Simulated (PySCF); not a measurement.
Isomers C8H11ClSi:

A. SMILES c1cccc([Si](C)(C)Cl)c1
B. `C1=C(C[SiH3])C=C(Cl)C12CC2`
C. `CC#CC1=CC[Si@H](Cl)CC1`

Spectrum 1. 1H NMR (500 MHz, computed): δ 6.42 (s, 1H), 5.86 (s, 1H), 3.91 (t, 3H), 2.14 (q, 2H), 1.42 (m, 2H), 1.42 (m, 2H). 13C{1H} NMR (computed): δ 152.1 (C), 148.2 (C), 136.0 (CH), 134.8 (CH), 41.5 (C), 17.1 (CH2), 15.9 (CH2).

Spectrum 2. 1H NMR (500 MHz, computed): δ 7.77 (m, 2H), 7.69 (m, 1H), 7.67 (m, 2H), 0.57 (s, 6H). 13C{1H} NMR (computed): δ 144.0 (C), 138.8 (CH), 135.8 (CH), 133.1 (CH), 3.4 (CH3).

Spectrum 3. 1H NMR (500 MHz, computed): δ 6.33 (m, 1H), 5.03 (m, 1H), 2.61 (m, 1H), 2.28 (m, 1H), 2.20 (m, 1H), 2.17 (s, 3H), 1.69 (m, 1H), 1.00 (m, 1H), 0.94 (m, 1H). 13C{1H} NMR (computed): δ 138.1 (CH), 135.4 (C), 95.1 (C), 88.4 (C), 31.4 (CH2), 20.6 (CH2), 17.2 (CH2), 5.8 (CH3).

Equivalent nuclei averaged, one computed conformer, non-relativistic, in vacuum. GIAO PBE0/pcSseg-1 shieldings; structure optimised with GFN2-xTB; PySCF 2.14.0 with density-fitted response routines.

Chemical shifts δ = σref − σ; 1H and 13C against TMS, all at this level. Where no couplings were computed, multiplicities follow the n + 1 count of equivalent neighbours, and m marks all less simple cases (inequivalent or close neighbours, rings, F or P nearby). Shifts are as computed. Against solution values, carbons near 30 ppm lie about +3 ppm off and those near 130 ppm about +5 ppm; carbons on Cl a further +6 ppm. Of 1211 compounds with measured shifts, 218 miss one by over three times the rms of a fit or turn the order of signals round; such compounds aren't used in these exercises. Carbons bonded to Cl come out too deshielded.

Q: Which spectrum belongs to which compound?

A: 1–B, 2–A, 3–C.

- Spectrum 1 (B): 7 13C signals; δC 152.1 is a fully substituted alkene carbon; δC 148.2 is a fully substituted alkene carbon.
- Spectrum 2 (A): 5 13C signals; δC 138.8 is an aromatic CH; δC 135.8 is an aromatic CH.
- Spectrum 3 (C): 8 13C signals; δC 138.1 is an alkene CH; δC 135.4 is a fully substituted alkene carbon.
